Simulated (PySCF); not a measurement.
Shifts of the heteroatoms

Bonds (- single, = double, # triple, : aromatic): C1-C2, C2-F3, C2-C4, C4=C5, C5-O6, O6-Si7, Si7-C8, C8=O9, C8-C2. C1 carries H10, H11, H12; C4 carries H13; C5 carries H14; Si7 carries H15, H16. Stereochemistry as in C[C@@]1(F)C=CO[SiH2]C1=O. H16 is pro-R; H15 is pro-S.

[PySCF: shieldings: GIAO PBE0/pcSseg-1; GFN2-xTB geometry; no solvent; one computed conformer; relativity neglected; fast rotation and ring inversion assumed for equivalent nuclei]

Q: Predict the $^{19}$F NMR data.

A: 
| atoms | environment | σ (ppm) | δ (ppm) |
| --- | --- | --- | --- |
| F3 | fluorine on an sp3 carbon | 329.2 | -136.4 |

Shieldings were converted by a linear fit to measured shifts: $^{19}$F (scatter 6.0 ppm rms, 7.0 ppm with the 5 outliers that the fit left out vs CFCl3, solution or neat liquid, with a term for F on sp3 carbon). A few per cent of atoms miss by over 2 rms, more outside the fitted compound classes.

On a 600 MHz spectrometer $^{19}$F resonates near 564.6 MHz, so 1 ppm is 564.6 Hz.

Q: What are the $^{29}$Si shifts?

A: 
| atoms | environment | σ (ppm) | δ (ppm) |
| --- | --- | --- | --- |
| Si7 | silicon bonded to C, O, 2 H, in a 6-membered ring | 390.8 | -41.2 |

Shieldings were converted by a linear fit to measured shifts: $^{29}$Si (scatter 8.9 ppm rms, 25.8 ppm with the 6 outliers that the fit left out vs TMS, solution or neat liquid). A few per cent of atoms miss by over 2 rms, more outside the fitted compound classes.

On a 400 MHz spectrometer $^{29}$Si resonates near 79.5 MHz, so 1 ppm is 79.5 Hz.

Q: Predict the $^{17}$O NMR data.

A: 
```
atoms                                   environment  σ (ppm)  δ (ppm)
   O9                               carbonyl oxygen   -460.2    685.9
   O6  oxygen bonded to C, Si, in a 6-membered ring    229.2     57.9
```

Shieldings were converted by a linear fit to measured shifts: $^{17}$O: δ = 266.70 − 0.911σ (rms 10.7 ppm, 155 shifts, 12.2 ppm with the 3 outliers that the fit left out vs liquid water, solution or neat liquid). A few per cent of atoms miss by over 2 rms, more outside the fitted compound classes.

On a 300 MHz spectrometer $^{17}$O resonates near 40.7 MHz, so 1 ppm is 40.7 Hz.
